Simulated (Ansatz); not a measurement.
Mulliken charges of F₃H₃Si₂ (`F[SiH2][SiH](F)F`) from B3LYP/def2-TZVPP in Ansatz (PBE0-D4/def2-TZVP geometry).

```json
{"atom": "F1", "x (Å)": "-0.943", "y (Å)": "2.057", "z (Å)": "0.293", "charge (e)": "-0.324"}
{"atom": "Si2", "x (Å)": "0.243", "y (Å)": "1.015", "z (Å)": "0.577", "charge (e)": "0.453"}
{"atom": "Si3", "x (Å)": "-0.258", "y (Å)": "-1.004", "z (Å)": "-0.527", "charge (e)": "0.708"}
{"atom": "F4", "x (Å)": "0.882", "y (Å)": "-2.052", "z (Å)": "-0.152", "charge (e)": "-0.310"}
{"atom": "F5", "x (Å)": "-0.203", "y (Å)": "-0.785", "z (Å)": "-2.102", "charge (e)": "-0.307"}
{"atom": "H6", "x (Å)": "1.514", "y (Å)": "1.596", "z (Å)": "0.078", "charge (e)": "-0.064"}
{"atom": "H7", "x (Å)": "0.328", "y (Å)": "0.796", "z (Å)": "2.043", "charge (e)": "-0.069"}
{"atom": "H8", "x (Å)": "-1.565", "y (Å)": "-1.624", "z (Å)": "-0.209", "charge (e)": "-0.086"}
```

By hand: the dipole of these point charges (1 e Å = 4.8032 D).

Σ q r = (0.037, -0.058, 0.358) e Å, of length 0.365 e Å = 1.75 D.

How does the dipole of the full density compare? (Best estimate.)

Computed: (0.010, 0.009, 0.247) e Å, 1.19 D; the point charges give 1.47 times that, at 12° from its direction.

Point charges leave out the atoms' own dipoles, such as those of lone pairs, and Mulliken's split depends on the basis, so the two needn't agree.

B3LYP here is the variant with VWN-RPA as its local correlation; programs differ in this.
